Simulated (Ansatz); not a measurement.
**B2NH2OF (SMILES OB1NB1F): the energy, rung by rung**

B2NH2OF: 7 atoms, total charge 0, spin state singlet. SMILES: `OB1NB1F`. The shape was relaxed beforehand at PBE0/def2-SVP. This is one conformer, not always the lowest.

```xyz
7

O    -1.2817    0.1744    1.3139
B    -0.3832    0.1472    0.3120
N     0.6330   -0.7687   -0.0949
B     0.5859    0.3437   -0.9550
F     1.2521    0.7247   -2.0292
H    -1.8280    0.9660    1.2877
H     1.0831   -1.6553    0.1200
```

Quantity: the dissociation energy of the B2–O1 bond into doublet B2NHF and doublet OH (shapes relaxed at PBE0/def2-SVP, no zero-point term), in eV. The values are calculated.

| level | kind | program | value (eV) |
| --- | --- | --- | --- |
| HF/def2-SVP | Hartree–Fock | Ansatz | 5.00 |
| SVWN5/def2-SVP | LDA | Ansatz | 7.65 |
| BLYP/def2-SVP | GGA | Ansatz | 6.48 |
| r2SCAN/def2-SVP | meta-GGA | Ansatz | 6.38 |
| B3LYP/def2-SVP | global hybrid | Ansatz | 6.47 |
| CAM-B3LYP/def2-SVP | range-separated hybrid | Ansatz | 6.61 |
| wB97M-V/def2-SVP | range-separated hybrid | Ansatz | 6.74 |
| RPA@PBE/def2-SVP | RPA | Ansatz | 5.95 |
| MP2/def2-SVP | perturbation theory | Ansatz | 6.60 |

The values span 5.00 to 7.65 eV. Hartree–Fock misses the correlation of the electron pair that is broken and comes out low. Measured bond enthalpies also hold zero-point and thermal terms, a few tenths of an eV less.
